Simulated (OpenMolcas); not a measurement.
## Yb3+: effect of the metal basis and ligand basis

Yb3+ with 4 ligands (chloride) in tetrahedral coordination (Td) at 2.5 Å. A charge of +0.25 e stands 3.2 Å behind each ligand.

```json
{
  "Program": "OpenMolcas",
  "Method": "SS-CASPT2, IPEA 0.25 Eh, imaginary shift 0.1 Eh (closed shells correlated: 5s 5p and the ligand valence shells)",
  "Spin-orbit coupling": "state interaction with AMFI integrals over the reference wave functions"
}
```

Fixed: active space 13 electrons in 7 orbitals (4f), DKH2 Hamiltonian.

States (labels of Td). Energies in cm-1 above the lowest state or level, χT in cm3 K/mol.

```csv
Run,Metal basis,Ligand basis,Ground state,First state of that spin,First gap with spin-orbit (degeneracies),Width of lowest J,χT at 300 K,Cost
A,ANO-RCC-VDZP,ANO-RCC-VDZP,2A1,2T1 40,"40 (2, 4)",78,2.561,roughly 60 core-seconds
B,ANO-RCC-VTZP,ANO-RCC-VTZP,2A1,2T1 5,"34 (2, 4)",93,2.560,roughly 7 core-minutes
```

Against A, the width of the lowest J multiplet changes by +19.2 % in B.

Costs are those of the CASPT2 steps.

Roots that are degenerate in the reference are averaged as groups; the widest CASPT2 spread within a group is 21 cm-1 (the 3-fold group of multiplicity 2 near 39.5 cm-1 above the lowest state of its run, A). Shifts and gaps below about the spread of the groups concerned are not significant. Over all roots computed the reference weight is 0.72 in A, 0.68 in B; a low but even weight reflects the number of correlated electrons. Splittings of an f shell from a small cluster at a set distance can be off by tens of per cent, mostly too small. No measured value stands beside these numbers; the geometry is a model, was not optimised and need not be the one that this ion takes.
